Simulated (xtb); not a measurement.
C$_{6}$H$_{17}$SSi$_{2}$, charge +2, doublet, geometry from GFN2-xTB of the parent state (a state made from the parent by changing its charge; the spin is typed, not shown lowest); GFN1-xTB (xtb 6.7.1).

Input for xtb:
```
$ xtb mol.xyz --gfn 1 --chrg 2 --uhf 1 --json

# file mol.xyz
26

C     -2.98665104    -0.89604106    -0.83542637
Si    -1.85106876    -0.01324979     0.30803249
C     -2.50699113     1.63521279     0.99466977
C     -1.28475992    -1.15413694     1.71958620
S     -0.18810697     0.58734988    -1.03521426
Si     1.74178894    -0.04674321    -0.26348473
C      2.12727590     0.86185396     1.36849894
C      2.95929493     0.49694910    -1.61881731
C      1.82045180    -1.93705242    -0.03233577
H     -3.51606225    -0.38100657    -1.61749447
H     -3.03112524    -1.96955349    -0.89544938
H     -2.77078369     2.30427624     0.18193259
H     -3.39272283     1.48201243     1.60324722
H     -1.76353689     2.14046171     1.60551272
H     -0.46684493    -0.73237617     2.29453754
H     -0.96472427    -2.11808150     1.33916660
H     -2.11020335    -1.32891109     2.40196182
H      1.44431178     0.58215287     2.16501221
H      3.13430992     0.63768387     1.70700074
H      2.05378488     1.93767680     1.23823198
H      2.76253687    -0.02300771    -2.55108446
H      2.87490261     1.56084655    -1.81624725
H      3.98518093     0.28984367    -1.32982769
H      1.27378085    -2.45178367    -0.81683517
H      2.84976222    -2.28058885    -0.06768691
H      1.40533881    -2.24805378     0.92072841
```

### Question
Write the output that xtb gives for this input, abridged.

### Answer

```
   ID    Z sym.   atoms
    1    6 C      1, 3, 4, 7-9
    2   14 Si     2, 6
    3   16 S      5
    4    1 H      10-26

           -------------------------------------------------
          |                Calculation Setup                |
           -------------------------------------------------

           -------------------------------------------------
          |                 G F N 1 - x T B                 |
           -------------------------------------------------

          ...................................................
          :                      SETUP                      :
          :.................................................:
          :  # basis functions                  88          :
          :  # atomic orbitals                  85          :
          :  # shells                           55          :
          :  # electrons                        53          :
          :  # halogen bonds                     0          :
          :  max. iterations                   250          :
          :  Hamiltonian                  GFN1-xTB          :
          :  restarted?                      false          :
          :  GBSA solvation                  false          :
          :  PC potential                    false          :
          :  electronic temp.          300.0000000     K    :
          :  accuracy                    1.0000000          :
          :  -> integral cutoff          0.2500000E+02      :
          :  -> integral neglect         0.1000000E-07      :
          :  -> SCF convergence          0.1000000E-05 Eh   :
          :  -> wf. convergence          0.2000000E-04 e    :
          :  Broyden damping             0.4000000          :
          :  net charge                          2          :
          :  unpaired electrons                  1          :
          ...................................................

 iter      E             dE          RMSdq      gap      omega  full diag
   1    -28.4061495 -0.284061E+02  0.771E+00    1.55       0.0  T
   2    -27.6849729  0.721177E+00  0.613E+00    0.15       1.0  T
   3    -27.7320128 -0.470399E-01  0.473E+00    2.18       1.0  T
   4    -28.2898984 -0.557886E+00  0.268E+00    1.19       1.0  T
   5    -28.3378639 -0.479655E-01  0.196E+00    1.28       1.0  T
   6    -28.3898175 -0.519536E-01  0.185E+00    1.18       1.0  T
   7    -28.4744319 -0.846144E-01  0.122E+00    0.96       1.0  T
   8    -28.4646964  0.973556E-02  0.108E+00    0.73       1.0  T
   9    -28.3437284  0.120968E+00  0.163E+00    0.11       1.0  T
  10    -28.5301013 -0.186373E+00  0.518E-01    0.51       1.0  T
  11    -28.5327331 -0.263187E-02  0.314E-01    0.33       1.0  T
  12    -28.5310650  0.166813E-02  0.323E-01    0.30       1.0  T
  13    -28.5342581 -0.319307E-02  0.246E-01    0.27       1.0  T
  14    -28.5301359  0.412214E-02  0.319E-01    0.30       1.0  T
  15    -28.5377091 -0.757318E-02  0.120E-01    0.30       1.0  T
  16    -28.5360301  0.167901E-02  0.176E-01    0.29       1.0  T
  17    -28.5363610 -0.330884E-03  0.166E-01    0.29       1.0  T
  18    -28.5384705 -0.210951E-02  0.326E-02    0.29       1.0  T
  19    -28.5384353  0.352260E-04  0.382E-02    0.29       1.0  T
  20    -28.5385262 -0.909146E-04  0.187E-02    0.29       1.0  T
  21    -28.5385518 -0.256389E-04  0.609E-03    0.30       3.2  T
  22    -28.5385541 -0.223701E-05  0.264E-03    0.30       7.4  T
  23    -28.5385544 -0.285718E-06  0.143E-03    0.30      13.7  T
  24    -28.5385545 -0.165118E-06  0.217E-04    0.30      90.2  T
  25    -28.5385545  0.466091E-09  0.205E-04    0.30      95.4  T
  26    -28.5385545 -0.326314E-08  0.481E-05    0.30     407.8  T
  27    -28.5385545 -0.146688E-09  0.986E-06    0.30    1988.5  T

   *** convergence criteria satisfied after 27 iterations ***

         :::::::::::::::::::::::::::::::::::::::::::::::::::::
         ::                     SUMMARY                     ::
         :::::::::::::::::::::::::::::::::::::::::::::::::::::
         :: total energy             -28.170161537656 Eh    ::
         :: gradient norm              0.054864296790 Eh/a0 ::
         :: HOMO-LUMO gap              0.296496384324 eV    ::
         ::.................................................::
         :: SCC energy               -28.538554521210 Eh    ::
         :: -> electrostatic           0.272464152534 Eh    ::
         :: repulsion energy           0.382712637282 Eh    ::
         :: dispersion energy         -0.014319653728 Eh    ::
         :: halogen bond corr.         0.000000000000 Eh    ::
         :: add. restraining           0.000000000000 Eh    ::
         :: total charge               2.000000000140 e     ::
         :::::::::::::::::::::::::::::::::::::::::::::::::::::

           -------------------------------------------------
          |                Property Printout                |
           -------------------------------------------------

    * Orbital Energies and Occupations

         #    Occupation            Energy/Eh            Energy/eV
      -------------------------------------------------------------
         1        2.0000           -1.1700073             -31.8375
       ...           ...                  ...                  ...
        15        2.0000           -0.7947886             -21.6273
        16        2.0000           -0.7904764             -21.5100
        17        2.0000           -0.7887741             -21.4636
        18        2.0000           -0.7865702             -21.4037
        19        2.0000           -0.7834925             -21.3199
        20        2.0000           -0.7800232             -21.2255
        21        2.0000           -0.7638337             -20.7850
        22        2.0000           -0.7555243             -20.5589
        23        2.0000           -0.7450769             -20.2746
        24        2.0000           -0.7367107             -20.0469
        25        1.9760           -0.7209831             -19.6189
        26        1.7292           -0.7184051             -19.5488
        27        1.2913           -0.7166306             -19.5005 (HOMO)
        28        0.0035           -0.7057346             -19.2040 (LUMO)
        29                         -0.4673402             -12.7170
        30                         -0.4526142             -12.3163
        31                         -0.4434674             -12.0674
        32                         -0.4348531             -11.8330
        33                         -0.4284317             -11.6582
        34                         -0.4256808             -11.5834
        35                         -0.4227420             -11.5034
        36                         -0.4103498             -11.1662
        37                         -0.3908904             -10.6367
        38                         -0.3830173             -10.4224
       ...                                ...                  ...
        85                          0.6830243              18.5860
      -------------------------------------------------------------
                  HL-Gap            0.0108960 Eh            0.2965 eV
             Fermi-level           -0.7142857 Eh          -19.4367 eV

  Mulliken/CM5 charges         n(s)   n(p)   n(d)
     1C     0.09350  0.03333   1.199  2.707  0.000
     2Si    0.41927  0.24327   1.273  1.423  0.885
     3C    -0.13031 -0.24199   1.026  3.104  0.000
     4C    -0.17567 -0.28817   1.020  3.156  0.000
     5S    -0.05558 -0.01812   1.897  4.166 -0.007
     6Si    0.45682  0.27648   1.296  1.388  0.859
     7C    -0.12960 -0.24216   1.030  3.100  0.000
     8C    -0.10478 -0.21672   1.032  3.073  0.000
     9C    -0.14769 -0.26041   1.025  3.123  0.000
    10H     0.12914  0.18451   0.871  0.000  0.000
    11H     0.12455  0.17967   0.875  0.000  0.000
    12H     0.10618  0.16172   0.894  0.000  0.000
    13H     0.11379  0.16879   0.886  0.000  0.000
    14H     0.10186  0.15687   0.898  0.000  0.000
    15H     0.07995  0.13583   0.920  0.000  0.000
    16H     0.08422  0.14011   0.916  0.000  0.000
    17H     0.11087  0.16633   0.889  0.000  0.000
    18H     0.08473  0.13998   0.915  0.000  0.000
    19H     0.11467  0.16969   0.885  0.000  0.000
    20H     0.10088  0.15607   0.899  0.000  0.000
    21H     0.10928  0.16463   0.891  0.000  0.000
    22H     0.10856  0.16397   0.891  0.000  0.000
    23H     0.11426  0.16931   0.886  0.000  0.000
    24H     0.09062  0.14591   0.909  0.000  0.000
    25H     0.11433  0.16950   0.886  0.000  0.000
    26H     0.08614  0.14161   0.914  0.000  0.000

Wiberg/Mayer (AO) data.
largest (>0.10) Wiberg bond orders for each atom

 ---------------------------------------------------------------------------
     #   Z sym  total        # sym  WBO       # sym  WBO       # sym  WBO
 ---------------------------------------------------------------------------
     1   6 C    3.439 --     2 Si   1.012    11 H    0.950    10 H    0.948
                             5 S    0.311
     2  14 Si   4.519 --     5 S    1.041     1 C    1.012     4 C    0.977
                             3 C    0.943     6 Si   0.107
     3   6 C    3.856 --     2 Si   0.943    12 H    0.919    14 H    0.916
                            13 H    0.915
     4   6 C    3.903 --     2 Si   0.977    15 H    0.929    16 H    0.925
                            17 H    0.919
     5  16 S    2.586 --     2 Si   1.041     6 Si   1.010     1 C    0.311
     6  14 Si   4.382 --     5 S    1.010     9 C    0.927     7 C    0.898
                             8 C    0.876     2 Si   0.107
     7   6 C    3.842 --    18 H    0.927    20 H    0.927    19 H    0.915
                             6 Si   0.898
     8   6 C    3.739 --    22 H    0.921    21 H    0.919    23 H    0.914
                             6 Si   0.876
     9   6 C    3.867 --    24 H    0.931    26 H    0.927     6 Si   0.927
                            25 H    0.913
    10   1 H    0.984 --     1 C    0.948
    11   1 H    0.985 --     1 C    0.950
    12   1 H    0.984 --     3 C    0.919
    13   1 H    0.975 --     3 C    0.915
    14   1 H    0.986 --     3 C    0.916
    15   1 H    0.994 --     4 C    0.929
    16   1 H    0.989 --     4 C    0.925
    17   1 H    0.983 --     4 C    0.919
    18   1 H    0.990 --     7 C    0.927
    19   1 H    0.977 --     7 C    0.915
    20   1 H    0.986 --     7 C    0.927
    21   1 H    0.980 --     8 C    0.919
    22   1 H    0.980 --     8 C    0.921
    23   1 H    0.974 --     8 C    0.914
    24   1 H    0.989 --     9 C    0.931
    25   1 H    0.977 --     9 C    0.913
    26   1 H    0.989 --     9 C    0.927
 ---------------------------------------------------------------------------

Topologies differ in total number of bonds
Writing topology from bond orders to xtbtopo.mol

 dipole moment from electron density (au)
     X       Y       Z
  -0.6728  -0.6365   0.0766  total (Debye):    2.362

           -------------------------------------------------
          | TOTAL ENERGY              -28.170161537656 Eh   |
          | GRADIENT NORM               0.054864296790 Eh/α |
          | HOMO-LUMO GAP               0.296496384324 eV   |
           -------------------------------------------------

normal termination of xtb
```
